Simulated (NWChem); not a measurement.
System: CH₃BClI; SMILES ClB(C)I

The following NWChem deck was run.

```
start job
memory heap 200 mb stack 900 mb global 1100 mb
geometry units angstroms noautoz
  B     -0.441172     1.004253     0.015492
  Cl     0.819351     2.212595    -0.098123
  I      0.140988    -1.055724     0.088776
  C     -1.946964     1.399309     0.009897
  H     -2.580493     0.692053     0.563059
  H     -2.287737     1.372590    -1.042342
  H     -2.111511     2.423261     0.376142
end
basis spherical
  B library def2-svp
  Cl library def2-svp
  I library def2-svp
  C library def2-svp
  H library def2-svp
end
ecp
  I library def2-ecp
end
dft
  xc xpbe96 cpbe96
  iterations 150
end
tddft
  nroots 8
  notriplet
end
task tddft energy
```

Coordinates come from a PBE0/def2-SVP optimisation. def2 effective core potentials on I; no spin-orbit coupling.

Vertical excitations in the gas phase.

Task: Give the results of this calculation. (PBE/def2-SVP with def2 effective core potentials on I, full TDDFT.) Quantities: lowest excitation, singlet (eV); oscillator strength of that lowest state; lowest state with f > 0.02, singlet (eV); oscillator strength of that bright state; orbital gap (eV).

Result: 
```yaml
lowest excitation, singlet (eV): 4.06
oscillator_strength_of_that_lowest_state: 0.000
lowest state with f > 0.02, singlet (eV): 5.03
oscillator_strength_of_that_bright_state: 0.097
orbital gap (eV): 4.00
```
